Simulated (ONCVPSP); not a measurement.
# Cutoff test, magnesium, ONCV

```
Element                 : Mg (Z = 12)
Generator               : ONCVPSP 4.0.1
Type                    : optimised norm-conserving Vanderbilt (ONCV)
Functional              : LDA (Perdew-Wang 92)
Relativity              : scalar-relativistic
Frozen core             : [He]
Valence charge          : 10
Reference configuration : 2s2 2p6 3s2
Partial waves           : 2s+3s: rc 1.25 bohr, ncon 4, nbas 9, qcut 10.5 1/bohr, 2 projectors; 2p: rc 0.65 bohr, ncon 4, nbas 7, qcut 22.5 1/bohr, 2 projectors, debl 2.2 Ha; d scattering state at 0.38 Ha: rc 1.30 bohr, ncon 4, nbas 8, qcut 7.8 1/bohr, 1 projector
Local potential         : polynomial inside 0.55 bohr (lpopt 5, dvloc0 0 Ha)
Core correction         : Teter function, fcfact 2.5, rcfact 1.15
```

Q: For each optimised wave give the share of its norm inside rc, the residual kinetic energy above qcut (Ha) and the cutoffs (Ha) for errors of 10, 1, 0.1 and 0.01 mHa per electron.

A:

```tsv
wave	norm inside rc	residual KE	10 mHa	1 mHa	0.1 mHa	0.01 mHa
2s	0.943	1.5e-08	15.9	21.5	26.0	30.0
3s	0.032	4.2e-08	9.5	14.9	19.6	33.0
2p	0.538	3.3e-07	131.1	168.4	198.7	222.8
p projector 2	0.055	8.0e-08	97.0	141.6	178.7	208.5
d projector 1	0.024	9.6e-06	5.2	13.7	22.4	30.4
```

The occupied waves need 168 Ha and 199 Ha for 1 and 0.1 mHa.
